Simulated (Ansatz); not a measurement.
`O[SiH2][SiH2][GeH3]` and `[SiH3][SiH2][GeH3]` differ in one atom or group.

Ansatz, PBE0-D4/def2-TZVP geometries, multiplicity 1. Each molecule was computed in one conformer, which needn't be the lowest.

Scalar relativity is left out up to krypton.

| property | `O[SiH2][SiH2][GeH3]` |
| --- | --- |
| HOMO–LUMO gap (PBE0/def2-TZVPP) / eV | 7.24 |
| LUMO energy (PBE0/def2-TZVPP) / eV | -0.56 |
| HOMO–LUMO gap (ωB97M-V/def2-TZVPP) / eV | 10.88 |
| LUMO energy (PBE/def2-TZVPP) / eV | -1.40 |
| HOMO energy (PBE0/def2-TZVPP) / eV | -7.80 |
| LUMO energy (B3LYP/def2-TZVPP) / eV | -0.77 |

Problem. Give the same properties after the change, and the shifts. (An estimate is asked.)

Solution. Computed: 
| property | `[SiH3][SiH2][GeH3]` | shift |
| --- | --- | --- |
| HOMO–LUMO gap (PBE0/def2-TZVPP) / eV | 7.78 | 0.54 |
| LUMO energy (PBE0/def2-TZVPP) / eV | -0.20 | 0.36 |
| HOMO–LUMO gap (ωB97M-V/def2-TZVPP) / eV | 11.46 | 0.58 |
| LUMO energy (PBE/def2-TZVPP) / eV | -1.01 | 0.39 |
| HOMO energy (PBE0/def2-TZVPP) / eV | -7.98 | -0.18 |
| LUMO energy (B3LYP/def2-TZVPP) / eV | -0.38 | 0.39 |

With PBE0 the HOMO falls by 0.18 eV and the LUMO rises by 0.36 eV, so the gap widens by about 0.54 eV. PBE moves the HOMO by -0.20 eV and ωB97M-V by -0.17 eV.

B3LYP here is the variant with VWN-RPA as its local correlation; programs differ in this.
